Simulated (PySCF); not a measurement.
**15N chemical shifts**

[PySCF: GFN2-xTB structure; NMR shieldings at PBE0/pcSseg-1/GIAO; fast rotation and ring inversion assumed for equivalent nuclei; no solvent; non-relativistic Hamiltonian; one conformer]

Shieldings were converted by a linear fit to measured shifts: 15N: δ = -148.07 − 0.921σ (rms 6.3 ppm, 71 shifts vs CH3NO2, solution or neat liquid). A few per cent of atoms miss by over 2 rms, more outside the fitted compound classes.

Question: Give the 15N shifts of `CS[Si@](N)(C#N)CC#N`, `Cc1ncnnc1S[SiH3]`, `C=Cc1cnccc1C`.

Answer: 
```json
{"compound": "[CH3:1][S:2][Si@:3]([NH2:4])([C:5]#[N:6])[CH2:7][C:8]#[N:9]", "environment": "N6: nitrile nitrogen", "δ (ppm)": "-64.6"}
{"compound": "[CH3:1][S:2][Si@:3]([NH2:4])([C:5]#[N:6])[CH2:7][C:8]#[N:9]", "environment": "N9: nitrile nitrogen", "δ (ppm)": "-117.5"}
{"compound": "[CH3:1][S:2][Si@:3]([NH2:4])([C:5]#[N:6])[CH2:7][C:8]#[N:9]", "environment": "N4: nitrogen bonded to Si, 2 H", "δ (ppm)": "-366.5"}
{"compound": "[CH3:1][c:2]1[n:3][cH:4][n:5][n:6][c:7]1[S:8][SiH3:9]", "environment": "N6: pyridine-type ring nitrogen", "δ (ppm)": "-7.5"}
{"compound": "[CH3:1][c:2]1[n:3][cH:4][n:5][n:6][c:7]1[S:8][SiH3:9]", "environment": "N5: pyridine-type ring nitrogen", "δ (ppm)": "-21.0"}
{"compound": "[CH3:1][c:2]1[n:3][cH:4][n:5][n:6][c:7]1[S:8][SiH3:9]", "environment": "N3: pyridine-type ring nitrogen", "δ (ppm)": "-86.0"}
{"compound": "C=Cc1cnccc1C", "environment": "pyridine-type ring nitrogen", "δ (ppm)": "-68.6"}
```

Question: Match the shifts -63.8, -220.8, -292.9, -387.2 ppm to `CC[Si@H](C)S[SiH2]N`, `C=C(C)c1ccncc1`, `C=C1C[C@@H]1n1cccc1`, `NC(=O)C(=O)C(F)(F)F`.

Answer: -63.8: C=C(C)c1ccncc1 (pyridine-type ring nitrogen); -220.8: C=C1C[C@@H]1n1cccc1 (pyrrole-type ring nitrogen); -292.9: NC(=O)C(=O)C(F)(F)F (amide-type nitrogen); -387.2: CC[Si@H](C)S[SiH2]N (nitrogen bonded to Si, 2 H).
